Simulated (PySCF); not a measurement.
A structure optimised at PBE0-D3(BJ)/def2-SVP, used in a PySCF frequency run:

```xyz
13

Si    -1.6149    -0.1364     0.3191
F     -2.8326    -0.2750    -0.7562
C      0.0104    -0.0694    -0.5797
Si     1.5021     0.3555     0.4843
N      2.9426    -0.1452    -0.3383
H     -1.8573     1.1122     1.0974
H     -1.6764    -1.3237     1.2176
H      0.1967    -1.0501    -1.0502
H     -0.0708     0.6775    -1.3891
H      1.4715    -0.3916     1.7800
H      1.4081     1.8178     0.8174
H      3.1373     0.2225    -1.2637
H      3.8026    -0.2247     0.1939
```
Charge 0, spin multiplicity 1.

Q: Write its SMILES and formula.

A: N[SiH2]C[SiH2]F, CH₈FNSi₂

Q: What are its rotational constants (standard atomic weights)?

A: 10.796, 1.1014, 1.0400 GHz
